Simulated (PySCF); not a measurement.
# How methods differ on the ionisation energy of Xe+

Xe+ [Kr] 4d10 5s2 5p5 (2P) → Xe(2+) [Kr] 4d10 5s2 5p4 (3P), as a difference of total energies. All numbers are calculated (PySCF 2.14, scalar relativity through the core potential, in aug-cc-pVTZ-PP with one added diffuse shell each of d, f type with ECP28MDF (6s5p5d3f, 67 functions)). Correlated levels: valence: 4s2 4p6 4d10 frozen. The calculations carry no spin-orbit coupling.

```tsv
method	ionisation energy (eV)	difference from reference (eV)
UHF	20.076	-0.899
MP2 (valence)	20.812	-0.163
SCS-MP2 (valence)	20.813	-0.162
CCSD (valence)	20.833	-0.142
CCSD(T) (valence)	20.865	-0.110
```

Reference: 20.975 eV (semi-empirical (NIST evaluation); NIST Atomic Spectra Database, ionization energies).

The reference lies between the lowest fine-structure levels, while these numbers refer to the centres of the terms.

Errors of the correlated levels include the incompleteness of this basis and the frozen core.
